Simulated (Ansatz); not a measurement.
`O[SiH2][Si](O)(Cl)Cl`, relaxed with RKS PBE-D4/def2-SVP in the Gaussian-basis code of Ansatz from a rough embedded geometry. The force threshold is 0.03 eV/Å; the program also tests the step.

Charge 0, multiplicity 1.

Start:

```xyz
10

O    -0.959   -1.766   -1.170
Si    0.481   -1.155   -0.570
Si    0.111    0.666    0.778
O    -0.797    1.937    0.048
Cl   -0.872    0.279    2.527
Cl    1.839    1.664    1.325
H    -1.342   -1.320   -1.898
H     1.249   -2.171    0.175
H     1.314   -0.763   -1.797
H    -1.024    2.629    0.582
```

| step | energy (eV) | largest force (eV/Å) | largest move (Å) |
| --- | --- | --- | --- |
| 1 | -44925.7452 | 4.907 | 0.000 |
| 2 | -44926.1361 | 1.014 | 0.192 |
| 3 | -44926.1787 | 0.767 | 0.103 |
| 4 | -44926.1909 | 0.672 | 0.113 |
| 5 | -44926.2194 | 0.208 | 0.066 |
| 6 | -44926.2273 | 0.105 | 0.139 |
| 7 (rejected) | -44926.2232 | 0.227 | 0.065 |
| 8 | -44926.2297 | 0.045 | 0.032 |
| 9 | -44926.2317 | 0.046 | 0.080 |
| 10 (rejected) | -44926.2310 | 0.231 | 0.112 |
| 11 | -44926.2329 | 0.027 | 0.055 |
| 12 | -44926.2333 | 0.071 | 0.051 |
| 13 | -44926.2336 | 0.058 | 0.021 |
| 14 | -44926.2343 | 0.030 | 0.049 |
| 15 | -44926.2348 | 0.057 | 0.087 |
| 16 | -44926.2352 | 0.051 | 0.013 |
| 17 | -44926.2357 | 0.054 | 0.027 |
| 18 | -44926.2362 | 0.104 | 0.061 |
| 19 | -44926.2367 | 0.135 | 0.061 |
| 20 | -44926.2371 | 0.201 | 0.067 |
| 21 | -44926.2377 | 0.180 | 0.040 |
| 22 | -44926.2381 | 0.127 | 0.046 |
| 23 | -44926.2391 | 0.093 | 0.021 |
| 24 | -44926.2392 | 0.057 | 0.008 |
| 25 | -44926.2395 | 0.044 | 0.022 |
| 26 | -44926.2399 | 0.028 | 0.035 |

End:

```xyz
10

O    -0.907   -1.364   -1.371
Si    0.580   -1.194   -0.597
Si    0.205    0.656    0.799
O    -0.968    1.441   -0.111
Cl   -0.585    0.167    2.665
Cl    1.831    1.911    1.141
H    -1.375   -0.507   -1.428
H     0.887   -2.450    0.162
H     1.721   -0.892   -1.536
H    -1.390    2.231    0.275
```

Hardware: 2 threads of an AMD EPYC 7R13 on a shared host. Wall time 53 s, peak host memory 0.23 GiB.
